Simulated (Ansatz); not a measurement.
```yaml
crystal:
  periodic: [false, false, false]
  atoms:
    - {symbol: O, position_ang: [-1.893729, -0.864539, -0.529983]}
    - {symbol: Si, position_ang: [-0.753543, -0.291443, 0.487332]}
    - {symbol: O, position_ang: [0.256915, -1.534632, 0.809678]}
    - {symbol: O, position_ang: [-1.559812, 0.290767, 1.784606]}
    - {symbol: O, position_ang: [0.175497, 0.886920, -0.114978]}
    - {symbol: Ge, position_ang: [1.665590, 0.825099, -1.092634]}
    - {symbol: H, position_ang: [-2.722362, -0.384317, -0.553445]}
    - {symbol: H, position_ang: [-0.143213, -2.393848, 0.948242]}
    - {symbol: H, position_ang: [-1.090674, 0.921490, 2.331974]}
    - {symbol: H, position_ang: [1.764173, 2.208012, -1.749522]}
    - {symbol: H, position_ang: [1.531759, -0.288239, -2.141295]}
    - {symbol: H, position_ang: [2.846399, 0.569630, -0.145974]}
basis:
  gaussian: {orbitals: def2-mTZVPP}
total_charge: 1
magnetization: {spin_polarized: true, initial_magnetization: 1}
hamiltonian: {xc: {name: HF}}
correlation: {method: mp2, frozen_orbitals: {O: 9}}
accuracy: high
```

```sh
$ ansatz run in.yaml --threads 4 --pin off --events-out ev --progress --plain --max-ram 11315MiB
```

Shortened log:

```
Functional definition: HF
Error: "frozen_orbitals" has no count for Si
```

**Question.** What is wrong with this run?

**Answer.** Frozen orbitals are typed for one element alone, and the program wants a count for each. The program refused the input.
